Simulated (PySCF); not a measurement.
**Electron correlation in Ba (barium, neutral)**

[Xe] 6s2, closed-shell 1S. All numbers are calculated (PySCF 2.14, the spin-free X2C one-electron Hamiltonian (Gaussian nucleus), in aug-cc-pVDZ-X2C). Frozen: [Xe]; 2 electrons correlated.

With two correlated electrons CCSD is exact within the correlated space (frozen core and kept virtual orbitals).

| level | correlation energy (mhartree) |
| --- | --- |
| CCSD | -23.40 |

Diagnostics: T1 = 0.015, D1 = 0.0214, largest double amplitude 0.073.

Task: Is a single reference adequate?

Result: Mostly. T1 lies below 0.03, but a double amplitude of this size points to a near-degeneracy that CCSD handles and MP2 describes poorly.
